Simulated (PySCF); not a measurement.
Compound: SiEtI3, C2H5I3Si.
Bonds: Si1–C2, Si1–I9, Si1–I10, Si1–I11, C2–C3. Hydrogens: H4, H5 on C2; H6, H7, H8 on C3.

The calculation used PBE0-D3(BJ)/def2-SVP geometry optimisation, gas phase, def2 core potentials past Kr (PySCF 2.14.0).

Problem. List the bond lengths, angles and torsions at this level.

Solution. 
| bond | length (Å) |
| --- | --- |
| Si1–C2 | 1.874 |
| Si1–I9, Si1–I10, Si1–I11 | 2.449 |
| C2–C3 | 1.523 |
| C2–H4, C2–H5 | 1.104 |
| C3–H6, C3–H7, C3–H8 | 1.101 |

Bonds in one row agree within 0.01 Å and their mean is given. A selection of angles:
| angle | degrees |
| --- | --- |
| C2–Si1–I9 | 110.1 |
| I9–Si1–I10 | 109.3 |
| Si1–C2–C3 | 115.1 |
| Si1–C2–H4 | 105.6 |
| C3–C2–H4 | 111.8 |
| H4–C2–H5 | 106.6 |
| C2–C3–H6 | 110.6 |
| H6–C3–H7 | 107.8 |

Torsions: I9–Si1–C2–C3 62° (synclinal).

All 3 I–Si bonds measure 2.446 to 2.450 Å. Of the pairs four or more bonds apart, H8···I10 is among the closest relative to their van der Waals radii: 3.32 Å, 104 % of the sum of Bondi's values. Si1 (silicon bonded to C and 3 I) is tetrahedral (angles from 109.0° to 110.1°).

PBE0-D3(BJ)/def2-SVP frequencies: not computed here.

Hardware: one thread of an Arm Neoverse V1, shared host with 32 logical CPUs at a one-minute load of 11. Cost: 95 s wall, 0.65 GiB resident at most. These figures are those of the optimisation.
